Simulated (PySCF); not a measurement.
## How methods differ on the ionisation energy of Hf⁵⁰⁺

Hf⁵⁰⁺ [Ar] 3d4 (5D) → Hf⁵¹⁺ [Ar] 3d3 (4F), as a difference of total energies. Computed with PySCF 2.14 in an even-tempered Gaussian basis (17 s from 12 bohr⁻², ratio 2.5; 12 p from 15 bohr⁻², ratio 2.5; 7 d from 15 bohr⁻², ratio 2.5; 4 f from 56 bohr⁻², ratio 2.7; 3 g from 84 bohr⁻², ratio 2.7), with scalar relativity by spin-free X2C-1e. Correlated levels: outer shells: [Ne] frozen; virtual orbitals above 40 to 60 times the deepest correlated orbital energy dropped. The calculations carry no spin-orbit coupling.

```
                method  ionisation energy (eV)
                   UHF                  4545.1
                   PBE                  4542.8
                  PBE0                  4543.8
                r2SCAN                  4542.8
                 TPSSh                  4541.9
    MP2 (outer shells)                  4545.4
SCS-MP2 (outer shells)                  4544.9
```

**Question.** Estimate what PBEsol gives.

**Answer.** 4542.9 eV, closest to r2SCAN among the rows shown.

**Question.** Estimate what LDA gives.

**Answer.** 4543.8 eV, closest to PBE0 among the rows shown.

Spin-orbit coupling is strong in these open shells (close to jj coupling). The scalar numbers leave it out and a first-order estimate fails, so it can dominate the gap to the real levels.

Breit and QED terms and the two-electron picture change are absent.

For comparison: 4573 ± 4 eV (theoretical estimate listed by NIST; NIST Atomic Spectra Database, ionization energies).
